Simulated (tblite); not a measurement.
Run record: molecular-dynamics run, `C#C/C=C(\C=C)C`.

Computed with GFN2-xTB (tblite), gas phase: Langevin dynamics at 600 K from the optimised GFN2-xTB geometry, time step 0.5 fs, friction 0.01 fs⁻¹, 2000 steps. The input is one job of a driver script: a line of settings, then coordinates in Å. «temperature» is in K, «steps» counts time steps and «every» is the stride of the printed frames; «frames» go on to single points.

Command:
```bash
OMP_NUM_THREADS=1 python probes_run.py task.json out
```

Input:
```
{"job": {"kind": "md", "xc": "GFN2-xTB", "basis": "xTB", "temperature": 600, "steps": 2000, "every": 50, "frames": 5}, "charge": 0, "multiplicity": 1}
C      2.970570    -1.170074     1.060190
C      1.783699    -1.192837     0.867451
C      0.396114    -1.265781     0.657807
C     -0.361250    -0.263721     0.170213
C     -1.836023    -0.448019    -0.014687
C      0.234618     1.010568    -0.185567
C     -0.419823     2.059780    -0.675293
H      4.006071    -1.141960     1.225339
H     -0.056193    -2.214710     0.921326
H     -2.105867    -0.305575    -1.060560
H     -2.384867     0.283672     0.577057
H     -2.145631    -1.444270     0.291800
H      1.303595     1.074100    -0.025629
H     -1.481066     2.051448    -0.855755
H      0.091639     2.975368    -0.918052
```

Problem. What does the run print? One trajectory will do; the random numbers aren't given.

Solution. 
```
t/fs     T/K      E/eV
    0.0   478.5   -515.44864
   25.0   262.0   -514.82858
   50.0   439.6   -514.87001
   75.0   429.8   -514.93628
  100.0   358.8   -514.62599
  125.0   480.7   -514.71305
  150.0   479.2   -514.83160
  175.0   467.4   -514.64336
  200.0   497.3   -514.78237
  225.0   499.4   -514.82672
  250.0   568.5   -514.72683
  275.0   549.6   -514.66008
  300.0   530.3   -514.52364
  325.0   515.1   -514.27215
  350.0   713.0   -514.39671
  375.0   574.4   -514.12662
  400.0   737.1   -514.45847
  425.0   571.8   -514.36149
  450.0   572.8   -514.37309
  475.0   662.3   -514.37104
  500.0   635.3   -513.91462
  525.0   756.3   -514.04494
  550.0   809.1   -514.28720
  575.0   761.8   -514.00399
  600.0   650.6   -514.03054
  625.0   702.0   -514.32101
  650.0   651.7   -514.05051
  675.0   711.5   -514.15084
  700.0   949.0   -514.51857
  725.0   505.0   -513.94734
  750.0   772.2   -514.46184
  775.0   625.8   -514.40336
  800.0   605.4   -514.50697
  825.0   526.5   -514.51677
  850.0   583.4   -514.48210
  875.0   650.4   -514.39052
  900.0   882.7   -514.43050
  925.0   808.9   -514.33721
  950.0   985.2   -514.50260
  975.0   832.7   -513.99299
 1000.0   796.0   -513.90094
```

E is the potential energy; T comes from the kinetic energy over all 3N coordinates.

Problem. Sum up the printed frames.

Solution. 41 frames over 1000 fs. T runs from 262 K (25 fs) to 985 K (950 fs), with a mean of 624 K over all frames and 724 K from 500 fs on. E starts at -515.449 eV, peaks 1.548 eV above that at 1000 fs, and averages 1.201 eV above it from 500 fs on.

Problem. Give the last frame.

Solution. 0.95 Å rms from the start after alignment:
```
atom  x, y, z in Å
C1      0.049   -1.992    2.922
C2     -0.030   -1.605    1.801
C3     -0.376   -1.072    0.534
C4      0.057    0.165   -0.080
C5     -1.075    0.539   -0.992
C6      1.232    0.958    0.260
C7      1.613    2.092   -0.284
H8      0.081   -2.188    4.068
H9     -1.206   -1.550   -0.048
H10    -1.592    1.129   -0.256
H11    -1.655   -0.192   -1.525
H12    -0.736    1.156   -1.798
H13     1.711    0.679    1.133
H14     1.119    2.700   -1.108
H15     2.475    2.597    0.208
```

The run took 5.7 s on one thread, AMD EPYC 9R45 (x86_64), on a shared host, and the process peaked at 0.18 GiB of memory.
